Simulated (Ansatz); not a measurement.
# Ligand exchange: C2H7AlO + GaH2(SH) → C2H7AlS + GaH2(OH)

Species: C2H7AlO `C[CH2][AlH][OH]`, singlet; GaH2(SH), singlet; C2H7AlS `C[CH2][AlH][SH]`, singlet; GaH2(OH), singlet. The partners trade OH for SH: Al–OH and Ga–SH bonds give way to Al–SH and Ga–OH.

Shapes, held fixed at every level: PBE0-D4/def2-TZVP. Flexible molecules stand in one conformer, not always the lowest. Programs: Ansatz 0.2.0. The zero-point and thermal change to 298 K, harmonic and unscaled (PBE0-D4/def2-TZVP), is +0.1 kJ/mol.

Question: Estimate ΔH(298 K) of this reaction.

Answer: The highest level, CCSD(T)/def2-TZVPP, gives ΔH(298 K) = +49.8 kJ/mol; the levels span +48.9 to +55.1. The column of differences is taken from that level and isn't an error. No measured value is set beside it here. Relativity is left out for Ga. Outer-core shells of Ga are correlated in most correlated rows, in sets that cover them unevenly.

```
                level                   kind  ΔH(298 K) (kJ/mol)  less CCSD(T)/def2-TZVPP
          HF/def2-SVP           Hartree–Fock               +55.1                     +5.3
     SPW92/def2-TZVPP                    LDA               +49.6                     -0.2
   PBE0-D4/def2-TZVPP          global hybrid               +50.4                     +0.6
r2SCAN0-D4/def2-TZVPP          global hybrid               +53.4                     +3.6
       MP2/def2-TZVPP    perturbation theory               +49.5                     -0.3
        CCSD/def2-SVP  coupled cluster or CI               +48.9                     -0.9
   CCSD(T)/def2-TZVPP  coupled cluster or CI               +49.8                      0.0
```
